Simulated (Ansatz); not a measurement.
Si(OH)4 (H₄O₄Si), SMILES O[Si](O)(O)O.

Geometry: PBE-D3(BJ)/def2-SVP. The isomer is the one that the SMILES or the coordinates give; other isomers of the formula were not compared. The values are those of a single conformer.

Two levels are set side by side: PBE/def2-SVPD (Ansatz, an electronic-structure program) and PBE0/def2-SVPD (Ansatz). Energy differences of separate SCF runs at the same geometry; the states with an electron removed or added have multiplicity 2 and 2. Differences are taken from unrounded values.

| quantity | PBE0 | PBE | PBE minus PBE0 |
|---|---|---|---|
| vertical ionisation energy (eV) | 11.53 | 10.78 | -0.75 |
| vertical singlet–triplet gap (eV) | 7.59 | 6.57 | -1.02 |
